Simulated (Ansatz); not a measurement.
`FC(Cl)C[SiH3]` + `[OH][Al]([SH])[Cl]` → `[SiH3][O][Al]([SH])[Cl]` + `CC(F)Cl`  (ligand exchange at the Si–C bond)

Computed with Ansatz on PBE0-D4/def2-TZVP structures; ΔE is electronic, products minus reactants. CBS: MP2 limit from def2 TZ/QZ plus the TZ coupled-cluster correction, frozen cores. DFT in def2-TZVPP. B3LYP here is the variant with VWN-RPA as its local correlation; programs differ in this. One conformer a species, not always the lowest.

```
             level  ΔE (kcal/mol)  difference from CCSD(T)/CBS
            PBE-D4          -24.4                          3.8
           PBE0-D4          -26.2                          2.0
          B3LYP-D4          -28.8                         -0.6
           ωB97M-V          -27.5                          0.7
            B2PLYP          -29.4                         -1.2
               PBE          -24.7                          3.5
            r2SCAN          -27.7                          0.5
              PBE0          -26.4                          1.8
             B3LYP          -29.4                         -1.2
     HF/def2-TZVPP          -34.9                         -6.7
    MP2/def2-TZVPP          -28.4                         -0.2
SCS-MP2/def2-TZVPP          -29.7                         -1.5
   CCSD/def2-TZVPP          -29.2                         -1.0
CCSD(T)/def2-TZVPP          -28.2                          0.0
      HF/CBS(def2)          -35.5                         -7.3
     MP2/CBS(def2)          -28.3                         -0.1
       CCSD(T)/CBS          -28.2                            0
```

Largest T1 diagnostic among the species: 0.011.

From PBE to PBE0 (25 % exact exchange), in def2-TZVPP and without D4, ΔE moves by −1.7 kcal/mol. In def2-TZVPP, CCSD(T) changes the Hartree–Fock value by +6.6 kcal/mol (the triples alone add +1.0 kcal/mol) and MP2 by +6.5 kcal/mol.
